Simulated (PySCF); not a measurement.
Two species compared at the same levels of theory.

First species: C5H8F3NO.
SMILES: `CNC(=O)[C@H](C)C(F)(F)F`

Second species: 3-methyl-1-butanol, C5H12O.
Cartesian coordinates in Å at the PBE0-D3(BJ)/def2-SVP level; atoms count from 1:
```xyz
18
C5H12O angstrom
C     -1.4576   -1.3573    0.4972
C     -0.6175   -0.3657   -0.2999
C     -1.3838    0.9346   -0.5232
C      0.7318   -0.1353    0.3820
C      1.7245    0.6998   -0.4101
O      2.9455    0.8713    0.2582
H     -2.4193   -1.5593    0.0004
H     -1.6793   -0.9621    1.5027
H     -0.9357   -2.3185    0.6255
H     -0.4172   -0.8150   -1.2916
H     -2.3589    0.7413   -0.9969
H     -1.5753    1.4444    0.4360
H     -0.8386    1.6369   -1.1712
H      0.5784    0.3424    1.3663
H      1.1955   -1.1186    0.5880
H      1.8639    0.2502   -1.4162
H      1.3270    1.7129   -0.5765
H      3.3164   -0.0018    0.4225
```

Levels: wB97X-D/def2-SVPD for dipole moment, HOMO energy, LUMO energy, HOMO–LUMO gap, static isotropic polarisability and electronic spatial extent ⟨r²⟩ about the centre of nuclear charge; TDDFT wB97X-D/def2-SVPD for lowest singlet excitation; TDA wB97X-D/def2-SVPD for lowest triplet excitation (Tamm–Dancoff); ΔSCF wB97X-D/def2-SVPD for vertical ionisation energy; PBE0-D3(BJ)/def2-SVP for rotational constant A and rotational constant C. Geometries: PBE0-D3(BJ)/def2-SVP. Each species is one conformer at its optimised geometry, gas phase, non-relativistic unless stated; the electronic structure was computed with PySCF and density fitting.

The conformers computed, where there is a choice (atom-mapped SMILES and torsion angles):
- `[CH3:1][NH:2][C:3](=[O:4])[C@H:5]([CH3:6])[C:7]([F:8])([F:9])[F:10]`: C1–N2–C3–O4 -2°, N2–C3–C5–C6 76°, C3–C5–C7–F8 71°
- `[CH3:1][CH:2]([CH3:3])[CH2:4][CH2:5][OH:6]`: C1–C2–C4–C5 173°, C2–C4–C5–O6 180°, H–O6–C5–C4 59°

Values for the first species:

* Dipole moment: 2.93 D
* HOMO energy: -9.60 eV
* LUMO energy: 2.02 eV
* HOMO–LUMO gap: 11.62 eV
* Lowest singlet excitation: 5.83 eV
* Lowest triplet excitation (Tamm–Dancoff): 5.38 eV
* Static isotropic polarisability: 74.0 au
* Vertical ionisation energy: 9.87 eV
* Electronic spatial extent ⟨r²⟩ about the centre of nuclear charge: 1460 bohr²
* Rotational constant A: 2.053 GHz
* Rotational constant C: 0.857 GHz

(1) Estimate the same properties for the second species, and the change in each.

Results:

(1) 
```tsv
property	first	second	second less first
dipole moment	2.93 D	1.83 D	-1.10 D
HOMO energy	-9.60 eV	-9.78 eV	-0.18 eV
LUMO energy	2.02 eV	2.28 eV	+0.26 eV
HOMO–LUMO gap	11.62 eV	12.06 eV	+0.44 eV
lowest singlet excitation	5.83 eV	7.29 eV	+1.46 eV
lowest triplet excitation (Tamm–Dancoff)	5.38 eV	7.05 eV	+1.67 eV
static isotropic polarisability	74.0 au	68.1 au	-5.9 au
vertical ionisation energy	9.87 eV	10.26 eV	+0.39 eV
electronic spatial extent ⟨r²⟩ about the centre of nuclear charge	1460 bohr²	846 bohr²	-614 bohr²
rotational constant A	2.053 GHz	6.860 GHz	+4.807 GHz
rotational constant C	0.857 GHz	1.487 GHz	+0.630 GHz
```

On the first: No computed singlet falls in the visible range (750 to 380 nm, 1.65 to 3.26 eV); S1 lies 2.57 eV above its blue end. The 10 singlets span 5.83 to 9.03 eV, and their oscillator strengths add up to 0.32.

On the second: The principal polarisabilities are 61.0, 67.9 and 75.6 au; their mean is the isotropic value.
